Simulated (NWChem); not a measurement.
# HgI₂; SMILES [I][Hg][I]

```xyz
3

Hg     0.0000     0.0000     0.0000
I      0.0000     0.0000     2.6077
I      0.0000     0.0000    -2.6077
```
Atoms are numbered in this order, from 1.

Program: NWChem. Structure relaxed at the PBE0/def2-SVP level. def2 effective core potentials on I, Hg; no spin-orbit coupling.

Predict the results for BHandHLYP/def2-SVP. Quantities: highest occupied level (eV); orbital gap (eV).


* **highest occupied level (eV)**: -8.59
* **orbital gap (eV)**: 6.59
